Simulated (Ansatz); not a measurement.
One change: `[NH]=[Nb]([NH2])([F])[F]` becomes `[CH3][Nb](=[NH])([F])[F]`.

Ansatz, PBE0-D4/def2-TZVP geometries, multiplicity 1. Each molecule was computed in one conformer, which needn't be the lowest.

Elements past krypton have def2 core potentials.

```csv
property,`[NH]=[Nb]([NH2])([F])[F]`
zero-point energy (PBE0-D4/def2-TZVP) / kJ/mol,114.6
LUMO energy (B3LYP/def2-TZVPP) / eV,-1.44
LUMO energy (ωB97M-V/def2-TZVPP) / eV,0.72
HOMO energy (PBE/def2-TZVPP) / eV,-6.77
"ideal-gas entropy at 298 K and 1 bar (rigid rotor, harmonic PBE0-D4/def2-TZVP) / J/(mol·K)",347
size of the dipole moment (PBE/def2-TZVPP) / D,2.45
```

**Question.** Give the same properties after the change, and the shifts. (An estimate is asked.)

**Answer.** The calculation gave: 
| property | `[CH3][Nb](=[NH])([F])[F]` | shift |
| --- | --- | --- |
| zero-point energy (PBE0-D4/def2-TZVP) / kJ/mol | 139.2 | 24.6 |
| LUMO energy (B3LYP/def2-TZVPP) / eV | -1.96 | -0.52 |
| LUMO energy (ωB97M-V/def2-TZVPP) / eV | 0.52 | -0.20 |
| HOMO energy (PBE/def2-TZVPP) / eV | -6.95 | -0.18 |
| ideal-gas entropy at 298 K and 1 bar (rigid rotor, harmonic PBE0-D4/def2-TZVP) / J/(mol·K) | 359 | 12 |
| size of the dipole moment (PBE/def2-TZVPP) / D | 1.21 | -1.24 |

With PBE0 the HOMO falls by 0.16 eV and the LUMO falls by 0.52 eV, so the gap narrows by about 0.36 eV. PBE moves the HOMO by -0.18 eV and ωB97M-V by -0.12 eV. The zero-point energy changes by 24.6 kJ/mol with +3 modes. Dipoles are sizes alone; their direction can turn.

B3LYP here is the variant with VWN-RPA as its local correlation; programs differ in this.
